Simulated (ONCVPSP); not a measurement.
## PBE ONCV dataset for sulfur (S), scalar-relativistic all-electron reference.

ONCVPSP 4.0.1 was run on this input:

```
# ATOM AND REFERENCE CONFIGURATION
# atsym  z   nc   nv     iexc    psfile
  S 16.00    1    4        4      upf
#
#   n    l    f
    1    0    2.00
    2    0    2.00
    2    1    6.00
    3    0    2.00
    3    1    3.00
#
# PSEUDOPOTENTIAL AND OPTIMIZATION
# lmax
    2
#
#   l,   rc,      ep,       ncon, nbas, qcut
    0    0.70    0.00    4    9   13.20
    1    0.90    0.00    3    6   17.10
    2    0.70    0.04    5    8   13.40
#
# LOCAL POTENTIAL
# lloc, lpopt,  rc(5),   dvloc0
    4    5    0.65    3.00
#
# VANDERBILT-KLEINMAN-BYLANDER PROJECTORs
# l, nproj, debl
    0    3    1.90
    1    2    0.80
    2    3    0.80
#
# MODEL CORE CHARGE
# icmod, fcfact, rcfact
    2    0.55    0.65
#
# LOG DERIVATIVE ANALYSIS
# epsh1, epsh2, depsh
  -10.00    5.00    0.04
#
# OUTPUT GRID
# rlmax, drl
    6.00    0.01
#
# TEST CONFIGURATIONS
# ncnf
    4
# nvcnf
#   n    l    f
    4
    2    0    2.00
    2    1    6.00
    3    0    2.00
    3    1    4.00
#
    4
    2    0    2.00
    2    1    6.00
    3    0    2.00
    3    1    2.00
#
    4
    2    0    2.00
    2    1    6.00
    3    0    2.00
    3    1    1.00
#
    4
    2    0    2.00
    2    1    6.00
    3    0    2.00
    3    1    0.00
#
```

Command:

```bash
oncvpsp.x < S.dat > S.out
```

Resulting log (shortened: citation, most of the input echo, consistency checks and plot data are left out):

```
ONCVPSP  (Optimized Norm-Conservinng Vanderbilt PSeudopotential)
scalar-relativistic version 4.0.1

#   n    l    f        energy (Ha)
    1    0    2.00    -8.8856916E+01
    2    0    2.00    -8.2116084E+00
    2    1    6.00    -6.1838756E+00
    3    0    2.00    -1.0153926E+00
    3    1    3.00    -6.1723853E-01

Reference configufation results
  iterations    23
  all-electron total energy (Ha)   -3.98613400D+02

Begin loop to  construct optimized pseudo wave functions
and semi-local pseudopoentials for all angular momenta

   Wellstate for l =  0  n =  4
     eigenvalue =   0.8846
     asymptotic potential =   1.3846
     half-point radius =  2.2486

Calculating optimized projector #   1

 for l=   0

    Fraction of norm inside rc  0.866134
    Optimizing pswf for qcut=  13.18 a_B^-1,  ecut=  86.90 Ha
    Residual kinetic energy error=  1.71D-04 Ha

    Energy error per electron        Cutoff
         Ha          eV             Ha
         0.01000     0.27211       31.72
         0.00100     0.02721       66.07
         0.00010     0.00272      133.21
         0.00001     0.00027      473.78

Calculating optimized projector #   2

 for l=   0

    Fraction of norm inside rc  0.046656
    Optimizing pswf for qcut=  13.18 a_B^-1,  ecut=  86.90 Ha
    Residual kinetic energy error=  9.53D-05 Ha

    Energy error per electron        Cutoff
         Ha          eV             Ha
         0.01000     0.27211       26.75
         0.00100     0.02721       58.24
         0.00010     0.00272       86.28
         0.00001     0.00027      242.13

Calculating optimized projector #   3

 for l=   0

    Fraction of norm inside rc  0.018374
    Optimizing pswf for qcut=  13.18 a_B^-1,  ecut=  86.90 Ha
    Residual kinetic energy error=  5.81D-05 Ha

    Energy error per electron        Cutoff
         Ha          eV             Ha
         0.01000     0.27211       23.94
         0.00100     0.02721       35.78
         0.00010     0.00272       81.32
         0.00001     0.00027      146.51

Calculating optimized projector #   1

 for l=   1

    Fraction of norm inside rc  0.960999
    Optimizing pswf for qcut=  17.12 a_B^-1,  ecut= 146.57 Ha
    Residual kinetic energy error=  7.78D-07 Ha

    Energy error per electron        Cutoff
         Ha          eV             Ha
         0.01000     0.27211       93.26
         0.00100     0.02721      110.08
         0.00010     0.00272      123.96
         0.00001     0.00027      134.81

Calculating optimized projector #   2

 for l=   1

    Fraction of norm inside rc  0.059860
    Optimizing pswf for qcut=  17.12 a_B^-1,  ecut= 146.57 Ha
    Residual kinetic energy error=  6.64D-07 Ha

    Energy error per electron        Cutoff
         Ha          eV             Ha
         0.01000     0.27211       80.05
         0.00100     0.02721      101.74
         0.00010     0.00272      118.94
         0.00001     0.00027      132.23

   Wellstate for l =  2  n =  3
     eigenvalue =   0.0400
     asymptotic potential =   0.5400
     half-point radius =  2.9275

   Wellstate for l =  2  n =  4
     eigenvalue =   0.8400
     asymptotic potential =   1.3400
     half-point radius =  3.6214

   Wellstate for l =  2  n =  5
     eigenvalue =   1.6400
     asymptotic potential =   2.1400
     half-point radius =  4.0672

Calculating optimized projector #   1

 for l=   2

    Fraction of norm inside rc  0.020099
    Optimizing pswf for qcut=  13.42 a_B^-1,  ecut=  90.07 Ha
    Residual kinetic energy error=  2.11D-04 Ha

    Energy error per electron        Cutoff
         Ha          eV             Ha
         0.01000     0.27211       33.42
         0.00100     0.02721       66.27
         0.00010     0.00272      104.43
         0.00001     0.00027      370.78

Calculating optimized projector #   2

 for l=   2

    Fraction of norm inside rc  0.020469
    Optimizing pswf for qcut=  13.42 a_B^-1,  ecut=  90.07 Ha
    Residual kinetic energy error=  2.11D-04 Ha

    Energy error per electron        Cutoff
         Ha          eV             Ha
         0.01000     0.27211       35.61
         0.00100     0.02721       68.38
         0.00010     0.00272       99.63
         0.00001     0.00027      316.04

Calculating optimized projector #   3

 for l=   2

    Fraction of norm inside rc  0.021318
    Optimizing pswf for qcut=  13.42 a_B^-1,  ecut=  90.07 Ha
    Residual kinetic energy error=  3.15D-04 Ha

    Energy error per electron        Cutoff
         Ha          eV             Ha
         0.01000     0.27211       38.34
         0.00100     0.02721       72.72
         0.00010     0.00272      111.88
         0.00001     0.00027      532.34

Construct Vanderbilt / Kleinmman-Bylander projectors

B matrix Hermiticity error, ll=   0
   1   2    1.2971E-03
   1   3   -1.0604E-03
   2   3    7.9201E-05

  Orthonormal projector coefficients  1.7191E+02  8.7391E+00 -7.7336E-01

B matrix Hermiticity error, ll=   1
   1   2    7.1430E-04

  Orthonormal projector coefficients -1.7917E+01 -4.9707E+00

B matrix Hermiticity error, ll=   2
   1   2    7.2848E-06
   1   3   -1.5617E-05
   2   3    8.2681E-06

  Orthonormal projector coefficients -3.7369E+02 -8.2611E+01 -5.4269E+00

Model core correction analysis
  based on d2Exc/dn_idn_j

d2excae - all-electron derivatives

   -9.894370D-02   -8.857717D-02   -6.570522D-03   -3.958965D-03
   -8.857877D-02   -9.818195D-02   -6.789252D-03   -5.482279D-03
   -6.570282D-03   -6.789165D-03   -4.011468D-02   -3.462152D-02
   -3.958996D-03   -5.482428D-03   -3.462209D-02   -3.280438D-02

d2excps - pseudofunction derivatives with no core correction

   -1.007247D-01   -9.146426D-02   -7.628542D-03   -4.929561D-03
   -9.146549D-02   -9.559434D-02   -6.597212D-03   -5.182422D-03
   -7.629364D-03   -6.597106D-03   -4.020440D-02   -3.464773D-02
   -4.929815D-03   -5.182600D-03   -3.464830D-02   -3.277192D-02

rms 2nd derivative error    1.390276E-03

amplitude prefactor, scale prefactor
    7.4357    1.2865

d2excps - pseudofunction derivatives with core correction

   -9.041027D-02   -9.108951D-02   -6.412875D-03   -4.860544D-03
   -9.108890D-02   -9.643160D-02   -6.521524D-03   -5.222312D-03
   -6.412570D-03   -6.521411D-03   -4.006211D-02   -3.463790D-02
   -4.860599D-03   -5.222497D-03   -3.463847D-02   -3.277329D-02

rms 2nd derivative error    2.377682E-03

Pseudoatom total energy -148.245172

Diagnostic tests using Vanderbilt-Kleinman-Bylander pseudopotentials
  1 or more projectors used as specified by nproj input data

   l    rcore       rmatch      e in        delta e   norm test  slope test

   0   0.7022112   0.7235318  -8.2116084  -0.0000068   1.0002505   1.0002722
   0   0.7022112   0.7235318  -1.0153926   0.0000590   1.0001656   1.0001296
   0   0.7022112   0.7235318   0.8846074   0.0003759   1.0006791   1.0006791

   1   0.9027821   0.9301925  -6.1838756  -0.0000144   1.0002446   1.0002421
   1   0.9027821   0.9301925  -0.6172385   0.0000264   1.0000650   1.0000735

   2   0.7022112   0.7235318   0.0400000   0.0001377   1.0002052   1.0002052
   2   0.7022112   0.7235318   0.8400000   0.0001574   1.0002287   1.0002287
   2   0.7022112   0.7235318   1.6400000   0.0001759   1.0002546   1.0002546

 Testing for bound ghosts
   n   l    E NL Schr. Eq   E Basis Diag.   E Cutoff

   1   0       -8.211615       -8.211441    908.47
   2   0       -1.015334       -0.371597    908.47

   2   1       -6.183890       -6.183864    191.50
   3   1       -0.617212       -0.356838    191.50

       2                      -38.356531    892.85  WARNING - GHOST(-)
   3   2       -0.146767        0.885854    892.85

 Testing for highly-localized positive-energy ghosts
       l    <radius>/rc     E Basis Diag.   E Cutoff

       0        0.772800      827.066921    908.47  WARNING - GHOST(+)

       2        0.892564      226.672227    892.85  WARNING - GHOST(+)

Test configuration 0

   n   l     f        eae           eps        diff
   1   0  2.0000  -88.85691563
   2   0  2.0000   -8.21160838   -8.21161514   -6.76D-06
   2   1  6.0000   -6.18387562   -6.18389003   -1.44D-05
   3   0  2.0000   -1.01539259   -1.01533357    5.90D-05
   3   1  3.0000   -0.61723853   -0.61721218    2.64D-05

    Total energies and differences
      AE_ref= -3.98613400D+02  AE_tst= -3.98613400D+02  dif=  0.00D+00
      PS_ref= -1.48245172D+02  PS_tst= -1.48245172D+02  dif= -5.68D-14
      PSP excitation error=  5.68D-14

Test configuration 1

   n   l     f        eae           eps        diff
   1   0  2.0000  -88.41652986
   2   0  2.0000   -7.78014389   -7.78042720   -2.83D-04
   2   1  6.0000   -5.75147815   -5.75277887   -1.30D-03
   3   0  2.0000   -0.63416348   -0.63408680    7.67D-05
   3   1  4.0000   -0.25756665   -0.25756761   -9.60D-07

    Total energies and differences
      AE_ref= -3.98613400D+02  AE_tst= -3.99045897D+02  dif= -4.32D-01
      PS_ref= -1.48245172D+02  PS_tst= -1.48677693D+02  dif= -4.33D-01
      PSP excitation error=  2.33D-05

Test configuration 2

   n   l     f        eae           eps        diff
   1   0  2.0000  -89.38912480
   2   0  2.0000   -8.72563029   -8.72529419    3.36D-04
   2   1  6.0000   -6.69971000   -6.69737220    2.34D-03
   3   0  2.0000   -1.44776377   -1.44770525    5.85D-05
   3   1  2.0000   -1.02822291   -1.02807767    1.45D-04

    Total energies and differences
      AE_ref= -3.98613400D+02  AE_tst= -3.97794495D+02  dif=  8.19D-01
      PS_ref= -1.48245172D+02  PS_tst= -1.47426290D+02  dif=  8.19D-01
      PSP excitation error=  2.23D-05

Test configuration 3

   n   l     f        eae           eps        diff
   1   0  2.0000  -90.00433218
   2   0  2.0000   -9.31180095   -9.31102840    7.73D-04
   2   1  6.0000   -7.28871568   -7.28277284    5.94D-03
   3   0  2.0000   -1.91986780   -1.91976221    1.06D-04
   3   1  1.0000   -1.48007002   -1.47964391    4.26D-04

    Total energies and differences
      AE_ref= -3.98613400D+02  AE_tst= -3.96543479D+02  dif=  2.07D+00
      PS_ref= -1.48245172D+02  PS_tst= -1.46175468D+02  dif=  2.07D+00
      PSP excitation error=  2.16D-04

Test configuration 4

   n   l     f        eae           eps        diff
   1   0  2.0000  -90.69763880
   2   0  2.0000   -9.96383890   -9.96248333    1.36D-03
   2   1  6.0000   -7.94475087   -7.93376491    1.10D-02
   3   0  2.0000   -2.42275416   -2.42252084    2.33D-04

    Total energies and differences
      AE_ref= -3.98613400D+02  AE_tst= -3.94823714D+02  dif=  3.79D+00
      PS_ref= -1.48245172D+02  PS_tst= -1.44456270D+02  dif=  3.79D+00
      PSP excitation error=  7.83D-04
```

Note: ghosts flagged at negative energy: d at -1043.7 eV; GHOST(+) flags only above 600 eV. A true bound ghost makes a file unfit for plane-wave use.

The run took about 5.6 s on one core of a shared server CPU.
